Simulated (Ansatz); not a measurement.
Ansatz (an electronic-structure program) input (HF/3-21G): The .json file is the Basis Set Exchange's 3-21G.

Ansatz 0.2 input:
```yaml
crystal:
  periodic: [false, false, false]
  atoms:
    - {symbol: C, position_ang: [-2.32104427, 0.36464709, -0.01662678]}
    - {symbol: C, position_ang: [-1.20025839, -0.03674017, 0.56695109]}
    - {symbol: C, position_ang: [-0.01891306, -0.85467704, 0.18717368]}
    - {symbol: Si, position_ang: [1.50793851, 0.24865228, -0.22852952]}
    - {symbol: H, position_ang: [-2.57651215, 0.07055868, -1.02320031]}
    - {symbol: H, position_ang: [-3.02377775, 0.99709832, 0.49321482]}
    - {symbol: H, position_ang: [0.24971777, -1.52511883, 0.99849133]}
    - {symbol: H, position_ang: [-0.25135939, -1.47576270, -0.67721592]}
    - {symbol: H, position_ang: [1.21231802, 1.09401745, -1.41568179]}
    - {symbol: H, position_ang: [1.83100304, 1.12843118, 0.92591589]}
    - {symbol: H, position_ang: [2.68876552, -0.60973525, -0.52709860]}
basis:
  gaussian:
    orbitals: 3-21G.json
hamiltonian:
  xc: {name: HF}
magnetization: {spin_polarized: true, initial_magnetization: 1}
phonons: {temperatures: {t_min: 298.15, t_max: 298.15, t_step: 100}}
```

Output:

```
Functional definition: HF
integrals: 0.01 GiB planned
721 factors; integrals over basis functions are off by at most 5.4e-4 eV
mean field: 0.19 GiB planned
mean field evaluation 1: about -11000.3302 eV, gradient 1.5e1 eV
mean field evaluation 2: about -11000.5663 eV, gradient 1.5e1 eV
mean field evaluation 4: about -11002.4256 eV, gradient 2.1e0 eV
mean field evaluation 8: about -11002.5851 eV, gradient 6.5e-1 eV
mean field -11002.64498102 eV, -404.3397451920 hartree, gradient 4.1e-5 eV, S^2 0.994635; 0 other end points of the search recorded, 0 dependent functions left out
the calculation of the forces begins
reference -11002.64498102 eV, -404.3397451920 hartree; 20, 19 occupied and 34, 35 virtual orbitals, 721 factors
these checks for a lower state are left out or cut short: stability, starts, cluster_reference, orbital_swaps, neighbouring_geometries, increment
integrals: 0.01 GiB planned
721 factors; integrals over basis functions are off by at most 5.3e-4 eV
mean field: 0.19 GiB planned
mean field evaluation 16: about -11002.3740 eV, gradient 1.9e-3 eV
mean field -11002.64478718 eV, -404.3397380682 hartree, gradient 8.9e-6 eV, S^2 0.990955; 0 other end points of the search recorded, 0 dependent functions left out
the calculation of the forces begins
reference -11002.64478718 eV, -404.3397380682 hartree; 20, 19 occupied and 34, 35 virtual orbitals, 721 factors
these checks for a lower state are left out or cut short: stability, starts, cluster_reference, orbital_swaps, neighbouring_geometries, increment
integrals: 0.01 GiB planned
721 factors; integrals over basis functions are off by at most 5.4e-4 eV
mean field: 0.19 GiB planned
mean field evaluation 32: about -11002.6448 eV, gradient 8.9e-6 eV
mean field -11002.64478842 eV, -404.3397381140 hartree, gradient 8.9e-6 eV, S^2 0.998341; 0 other end points of the search recorded, 0 dependent functions left out
the calculation of the forces begins
reference -11002.64478842 eV, -404.3397381140 hartree; 20, 19 occupied and 34, 35 virtual orbitals, 721 factors
these checks for a lower state are left out or cut short: stability, starts, cluster_reference, orbital_swaps, neighbouring_geometries, increment
integrals: 0.01 GiB planned
721 factors; integrals over basis functions are off by at most 5.3e-4 eV
mean field: 0.19 GiB planned
mean field -11002.64488556 eV, -404.3397416838 hartree, gradient 8.9e-6 eV, S^2 0.995942; 0 other end points of the search recorded, 0 dependent functions left out
the calculation of the forces begins
reference -11002.64488556 eV, -404.3397416838 hartree; 20, 19 occupied and 34, 35 virtual orbitals, 721 factors
these checks for a lower state are left out or cut short: stability, starts, cluster_reference, orbital_swaps, neighbouring_geometries, increment
integrals: 0.01 GiB planned
721 factors; integrals over basis functions are off by at most 5.4e-4 eV
mean field: 0.19 GiB planned
mean field -11002.64488510 eV, -404.3397416669 hartree, gradient 8.9e-6 eV, S^2 0.993350; 0 other end points of the search recorded, 0 dependent functions left out
the calculation of the forces begins
reference -11002.64488510 eV, -404.3397416669 hartree; 20, 19 occupied and 34, 35 virtual orbitals, 721 factors
these checks for a lower state are left out or cut short: stability, starts, cluster_reference, orbital_swaps, neighbouring_geometries, increment
integrals: 0.01 GiB planned
721 factors; integrals over basis functions are off by at most 5.3e-4 eV
mean field: 0.19 GiB planned
mean field -11002.64480886 eV, -404.3397388651 hartree, gradient 8.9e-6 eV, S^2 0.992630; 0 other end points of the search recorded, 0 dependent functions left out
the calculation of the forces begins
reference -11002.64480886 eV, -404.3397388651 hartree; 20, 19 occupied and 34, 35 virtual orbitals, 721 factors
these checks for a lower state are left out or cut short: stability, starts, cluster_reference, orbital_swaps, neighbouring_geometries, increment
integrals: 0.01 GiB planned
721 factors; integrals over basis functions are off by at most 5.4e-4 eV
mean field: 0.19 GiB planned
mean field evaluation 64: about -11002.6448 eV, gradient 1.0e-2 eV
mean field -11002.64479847 eV, -404.3397384831 hartree, gradient 8.9e-6 eV, S^2 0.996657; 0 other end points of the search recorded, 0 dependent functions left out
the calculation of the forces begins
reference -11002.64479847 eV, -404.3397384831 hartree; 20, 19 occupied and 34, 35 virtual orbitals, 721 factors
these checks for a lower state are left out or cut short: stability, starts, cluster_reference, orbital_swaps, neighbouring_geometries, increment
integrals: 0.01 GiB planned
721 factors; integrals over basis functions are off by at most 5.4e-4 eV
mean field: 0.19 GiB planned
[...]
721 factors; integrals over basis functions are off by at most 5.4e-4 eV
mean field: 0.19 GiB planned
mean field -11002.64497075 eV, -404.3397448143 hartree, gradient 8.9e-6 eV, S^2 0.994643; 0 other end points of the search recorded, 0 dependent functions left out
the calculation of the forces begins
reference -11002.64497075 eV, -404.3397448143 hartree; 20, 19 occupied and 34, 35 virtual orbitals, 721 factors
these checks for a lower state are left out or cut short: stability, starts, cluster_reference, orbital_swaps, neighbouring_geometries, increment
integrals: 0.01 GiB planned
721 factors; integrals over basis functions are off by at most 5.4e-4 eV
mean field: 0.19 GiB planned
mean field evaluation 512: about -11002.6423 eV, gradient 6.1e-1 eV
mean field -11002.64497200 eV, -404.3397448604 hartree, gradient 8.9e-6 eV, S^2 0.994627; 0 other end points of the search recorded, 0 dependent functions left out
the calculation of the forces begins
reference -11002.64497200 eV, -404.3397448604 hartree; 20, 19 occupied and 34, 35 virtual orbitals, 721 factors
these checks for a lower state are left out or cut short: stability, starts, cluster_reference, orbital_swaps, neighbouring_geometries, increment
integrals: 0.01 GiB planned
721 factors; integrals over basis functions are off by at most 5.4e-4 eV
mean field: 0.19 GiB planned
mean field -11002.64495659 eV, -404.3397442940 hartree, gradient 8.9e-6 eV, S^2 0.994650; 0 other end points of the search recorded, 0 dependent functions left out
the calculation of the forces begins
reference -11002.64495659 eV, -404.3397442940 hartree; 20, 19 occupied and 34, 35 virtual orbitals, 721 factors
these checks for a lower state are left out or cut short: stability, starts, cluster_reference, orbital_swaps, neighbouring_geometries, increment
integrals: 0.01 GiB planned
721 factors; integrals over basis functions are off by at most 5.4e-4 eV
mean field: 0.19 GiB planned
mean field -11002.64495539 eV, -404.3397442498 hartree, gradient 8.9e-6 eV, S^2 0.994620; 0 other end points of the search recorded, 0 dependent functions left out
the calculation of the forces begins
reference -11002.64495539 eV, -404.3397442498 hartree; 20, 19 occupied and 34, 35 virtual orbitals, 721 factors
these checks for a lower state are left out or cut short: stability, starts, cluster_reference, orbital_swaps, neighbouring_geometries, increment
integrals: 0.01 GiB planned
721 factors; integrals over basis functions are off by at most 5.4e-4 eV
mean field: 0.19 GiB planned
mean field evaluation 544: about -11002.6449 eV, gradient 3.0e-6 eV
mean field -11002.64494310 eV, -404.3397437984 hartree, gradient 8.9e-6 eV, S^2 0.994638; 0 other end points of the search recorded, 0 dependent functions left out
the calculation of the forces begins
reference -11002.64494310 eV, -404.3397437984 hartree; 20, 19 occupied and 34, 35 virtual orbitals, 721 factors
these checks for a lower state are left out or cut short: stability, starts, cluster_reference, orbital_swaps, neighbouring_geometries, increment
integrals: 0.01 GiB planned
721 factors; integrals over basis functions are off by at most 5.4e-4 eV
mean field: 0.19 GiB planned
mean field -11002.64494258 eV, -404.3397437793 hartree, gradient 8.9e-6 eV, S^2 0.994632; 0 other end points of the search recorded, 0 dependent functions left out
the calculation of the forces begins
reference -11002.64494258 eV, -404.3397437793 hartree; 20, 19 occupied and 34, 35 virtual orbitals, 721 factors
these checks for a lower state are left out or cut short: stability, starts, cluster_reference, orbital_swaps, neighbouring_geometries, increment
integrals: 0.01 GiB planned
721 factors; integrals over basis functions are off by at most 5.4e-4 eV
mean field: 0.19 GiB planned
mean field -11002.64494225 eV, -404.3397437673 hartree, gradient 8.9e-6 eV, S^2 0.994669; 0 other end points of the search recorded, 0 dependent functions left out
the calculation of the forces begins
reference -11002.64494225 eV, -404.3397437673 hartree; 20, 19 occupied and 34, 35 virtual orbitals, 721 factors
these checks for a lower state are left out or cut short: stability, starts, cluster_reference, orbital_swaps, neighbouring_geometries, increment
integrals: 0.01 GiB planned
721 factors; integrals over basis functions are off by at most 5.4e-4 eV
mean field: 0.19 GiB planned
mean field -11002.64494239 eV, -404.3397437721 hartree, gradient 8.9e-6 eV, S^2 0.994601; 0 other end points of the search recorded, 0 dependent functions left out
the calculation of the forces begins
reference -11002.64494239 eV, -404.3397437721 hartree; 20, 19 occupied and 34, 35 virtual orbitals, 721 factors
these checks for a lower state are left out or cut short: stability, starts, cluster_reference, orbital_swaps, neighbouring_geometries, increment
integrals: 0.01 GiB planned
721 factors; integrals over basis functions are off by at most 5.4e-4 eV
mean field: 0.19 GiB planned
mean field evaluation 576: about -11002.6449 eV, gradient 2.2e-3 eV
mean field -11002.64495674 eV, -404.3397442994 hartree, gradient 8.9e-6 eV, S^2 0.994658; 0 other end points of the search recorded, 0 dependent functions left out
the calculation of the forces begins
reference -11002.64495674 eV, -404.3397442994 hartree; 20, 19 occupied and 34, 35 virtual orbitals, 721 factors
these checks for a lower state are left out or cut short: stability, starts, cluster_reference, orbital_swaps, neighbouring_geometries, increment
integrals: 0.01 GiB planned
721 factors; integrals over basis functions are off by at most 5.4e-4 eV
mean field: 0.19 GiB planned
mean field -11002.64495713 eV, -404.3397443141 hartree, gradient 8.9e-6 eV, S^2 0.994612; 0 other end points of the search recorded, 0 dependent functions left out
the calculation of the forces begins
reference -11002.64495713 eV, -404.3397443141 hartree; 20, 19 occupied and 34, 35 virtual orbitals, 721 factors
these checks for a lower state are left out or cut short: stability, starts, cluster_reference, orbital_swaps, neighbouring_geometries, increment
integrals: 0.01 GiB planned
721 factors; integrals over basis functions are off by at most 5.4e-4 eV
mean field: 0.19 GiB planned
mean field -11002.64497134 eV, -404.3397448360 hartree, gradient 8.9e-6 eV, S^2 0.994618; 0 other end points of the search recorded, 0 dependent functions left out
the calculation of the forces begins
reference -11002.64497134 eV, -404.3397448360 hartree; 20, 19 occupied and 34, 35 virtual orbitals, 721 factors
these checks for a lower state are left out or cut short: stability, starts, cluster_reference, orbital_swaps, neighbouring_geometries, increment
integrals: 0.01 GiB planned
721 factors; integrals over basis functions are off by at most 5.4e-4 eV
mean field: 0.19 GiB planned
mean field evaluation 608: about -11002.6450 eV, gradient 8.9e-6 eV
mean field -11002.64497220 eV, -404.3397448679 hartree, gradient 8.9e-6 eV, S^2 0.994652; 0 other end points of the search recorded, 0 dependent functions left out
the calculation of the forces begins
reference -11002.64497220 eV, -404.3397448679 hartree; 20, 19 occupied and 34, 35 virtual orbitals, 721 factors
Total energy: -11002.64498102 eV, -404.3397451920 hartree
Atom 0 at    -2.321044     0.364647    -0.016627 Å, force    -0.000054     0.000126     0.001871 eV/Å
Atom 1 at    -1.200258    -0.036740     0.566951 Å, force     0.000090    -0.000180     0.000156 eV/Å
Atom 2 at    -0.018913    -0.854677     0.187174 Å, force     0.000241    -0.000801     0.000451 eV/Å
Atom 3 at     1.507939     0.248652    -0.228530 Å, force     0.000661     0.000273     0.000369 eV/Å
Atom 4 at    -2.576512     0.070559    -1.023200 Å, force     0.000319    -0.000207    -0.000904 eV/Å
Atom 5 at    -3.023778     0.997098     0.493215 Å, force    -0.000569     0.000395    -0.000518 eV/Å
Atom 6 at     0.249718    -1.525119     0.998491 Å, force    -0.000112     0.000538    -0.000598 eV/Å
Atom 7 at    -0.251359    -1.475763    -0.677216 Å, force    -0.000337    -0.000135    -0.000425 eV/Å
Atom 8 at     1.212318     1.094017    -1.415682 Å, force     0.000067    -0.000166    -0.000296 eV/Å
Atom 9 at     1.831003     1.128431     0.925916 Å, force    -0.000246     0.000233     0.000071 eV/Å
Atom 10 at     2.688766    -0.609735    -0.527099 Å, force    -0.000062    -0.000074    -0.000178 eV/Å
Dipole moment:     0.006927    -0.130158    -0.087954 e Å
Vibrations: 61.91 135.75 255.90 348.90 545.11 566.75 615.92 796.69 916.41 941.57 971.30 992.93 1026.91 1028.29 1132.74 1320.02 1342.68 1546.15 1602.62 1673.41 2263.42 2276.94 2283.75 3166.08 3225.15 3246.44 3348.26 cm⁻¹, zero-point energy 2.332885 eV
```

The blocks after the first are displaced geometries, from whose forces the wavenumbers follow.

The determinant is spin-contaminated: <S^2> is 0.99 against 0.75 for a pure state.
